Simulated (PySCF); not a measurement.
Run record: C12H20SeSi

The script drives PySCF SCF with an in-house response code with single-precision fitted integrals, so total energies wander by about 1e-6 Eh between cycles (the fitting error itself is about 1e-3 Eh and cancels in differences); atoms count from 0. Pop asks for populations, which are stored and not printed.

Spin-orbit coupling is left out, which matters for the heavier atoms here.

Job and coordinates (Å):

```
{"job": {"kind": "nmr", "xc": "KT3", "basis": "pcSseg-1", "pop": false}, "charge": 0, "multiplicity": 1}
C      4.942075     0.977089     1.068568
C      3.595576     0.816736     0.373685
C      2.760640    -0.303929     0.989689
C      1.432736    -0.444890     0.270827
Se     0.329162    -1.888651     1.053857
Si    -1.466828    -1.628293    -0.403097
C     -0.927207    -2.125844    -2.164484
C     -2.841826    -2.769692     0.251640
C     -1.997283     0.192628    -0.317675
C     -2.203915     0.784858     0.925203
C     -2.595438     2.106324     1.030104
C     -2.782648     2.861720    -0.115867
C     -2.577228     2.290061    -1.360191
C     -2.188114     0.965955    -1.457599
H      5.512372     1.783672     0.613225
H      4.803233     1.207053     2.122364
H      5.523122     0.060880     0.992501
H      3.036860     1.753508     0.439378
H      3.756877     0.600991    -0.685446
H      3.307445    -1.248234     0.929020
H      2.580399    -0.093217     2.046593
H      1.584302    -0.695371    -0.780062
H      0.844396     0.472242     0.338088
H     -0.506506    -3.127006    -2.160801
H     -0.170495    -1.451198    -2.554058
H     -1.768729    -2.119921    -2.849411
H     -2.513397    -3.804057     0.250810
H     -3.733600    -2.694009    -0.361345
H     -3.107135    -2.507911     1.270927
H     -2.046391     0.197010     1.818933
H     -2.753804     2.548885     2.003399
H     -3.086173     3.895368    -0.039812
H     -2.720180     2.878075    -2.256035
H     -2.030369     0.526918    -2.431484
```

Command:

```bash
OMP_NUM_THREADS=1 python large_run.py task.json out
```

Q: What does the program print?

A: 
```
start: PBE on a coarse grid of 115701 points
cycle   1  E = -3158.7205836898  dE =  2.074e-01  |g| = 1.155e+00  |ddm| = 5.662e+00
cycle   2  E = -3158.4219784002  dE =  2.986e-01  |g| = 1.485e+00  |ddm| = 2.235e+00
cycle   3  E = -3158.9432439929  dE = -5.213e-01  |g| = 2.605e-01  |ddm| = 1.688e+00
cycle   4  E = -3158.9588611924  dE = -1.562e-02  |g| = 1.273e-01  |ddm| = 4.958e-01
cycle   5  E = -3158.9632705957  dE = -4.409e-03  |g| = 3.696e-02  |ddm| = 1.713e-01
cycle   6  E = -3158.9634823175  dE = -2.117e-04  |g| = 2.166e-02  |ddm| = 6.216e-02
cycle   7  E = -3158.9636101583  dE = -1.278e-04  |g| = 3.627e-03  |ddm| = 2.542e-02
final grid: 242133 points
cycle   8  E = -3178.9196974770  dE = -3.845e-02  |g| = 4.513e-01  |ddm| = 8.038e-01
cycle   9  E = -3178.9170773461  dE =  2.620e-03  |g| = 4.437e-01  |ddm| = 5.273e-01
cycle  10  E = -3178.9292673629  dE = -1.219e-02  |g| = 6.149e-02  |ddm| = 3.748e-01
cycle  11  E = -3178.9301256596  dE = -8.583e-04  |g| = 2.217e-02  |ddm| = 1.184e-01
cycle  12  E = -3178.9302659848  dE = -1.403e-04  |g| = 7.037e-03  |ddm| = 3.290e-02
cycle  13  E = -3178.9302778505  dE = -1.187e-05  |g| = 1.959e-03  |ddm| = 1.071e-02
cycle  14  E = -3178.9302843028  dE = -6.452e-06  |g| = 6.497e-04  |ddm| = 2.597e-03
cycle  15  E = -3178.9302803733  dE =  3.930e-06  |g| = 2.269e-04  |ddm| = 9.985e-04
cycle  16  E = -3178.9302821630  dE = -1.790e-06  |g| = 5.414e-05  |ddm| = 3.343e-04
converged SCF energy = -3178.9302821630

GIAO shielding tensors (ppm)
atom      isotropic    diamagn.    paramagn.     s11        s22        s33       span
  0 C      167.047     241.876     -74.829    155.219    159.575    186.347     31.128
  1 C      153.375     248.478     -95.103    138.973    151.299    169.853     30.880
  2 C      145.790     252.612    -106.822    123.802    140.536    173.033     49.232
  3 C      152.476     257.242    -104.766    125.211    160.558    171.659     46.448
  4 Se    1821.061    3011.731   -1190.670   1597.652   1653.789   2211.741    614.089
  5 Si     343.576     886.779    -543.203    307.393    353.395    369.940     62.547
  6 C      184.823     256.366     -71.543    175.897    187.904    190.667     14.770
  7 C      182.120     252.666     -70.547    176.862    178.835    190.662     13.800
  8 C       53.140     266.072    -212.932    -27.472      6.153    180.739    208.211
  9 C       55.906     253.956    -198.051    -48.871     42.395    174.193    223.064
 10 C       62.920     253.428    -190.508    -38.800     55.203    172.357    211.157
 11 C       61.758     253.329    -191.571    -37.322     49.570    173.027    210.349
 12 C       64.027     252.838    -188.811    -36.154     56.020    172.216    208.370
 13 C       57.996     252.945    -194.949    -48.801     52.239    170.550    219.351
 14 H       30.569      24.600       5.969     25.875     27.839     37.993     12.118
 15 H       30.882      27.379       3.503     26.661     29.516     36.470      9.810
 16 H       30.852      26.044       4.808     26.627     29.242     36.687     10.060
 17 H       30.646      35.092      -4.446     25.107     32.567     34.265      9.158
 18 H       30.556      33.551      -2.995     25.375     31.930     34.364      8.988
 19 H       30.229      34.881      -4.651     24.681     31.588     34.420      9.739
 20 H       30.356      36.103      -5.747     25.166     31.708     34.193      9.027
 21 H       29.387      39.687     -10.299     22.247     31.123     34.792     12.545
 22 H       29.843      41.191     -11.347     21.834     32.864     34.832     12.998
 23 H       31.261      31.880      -0.619     26.783     29.363     37.638     10.855
 24 H       30.852      37.519      -6.667     26.840     29.694     36.022      9.182
 25 H       31.155      31.057       0.098     26.552     28.164     38.748     12.196
 26 H       31.278      29.479       1.799     26.890     28.887     38.056     11.167
 27 H       31.410      28.495       2.915     26.967     28.709     38.554     11.586
 28 H       31.151      31.768      -0.617     26.261     29.937     37.255     10.994
 29 H       23.709      36.891     -13.182     19.624     21.127     30.377     10.753
 30 H       24.352      31.999      -7.647     20.906     24.647     27.503      6.597
 31 H       24.467      29.720      -5.252     21.179     25.678     26.545      5.366
 32 H       24.497      31.039      -6.542     21.008     25.151     27.331      6.324
 33 H       24.388      36.424     -12.035     19.830     22.820     30.515     10.685
```

Q: Roughly how long does this take on 1 thread of Arm Neoverse N1 (shared host), and how large is the basis?

A: About 59 s of wall time, peak memory 0.59 GiB; 369 basis functions and 917 fitting functions.
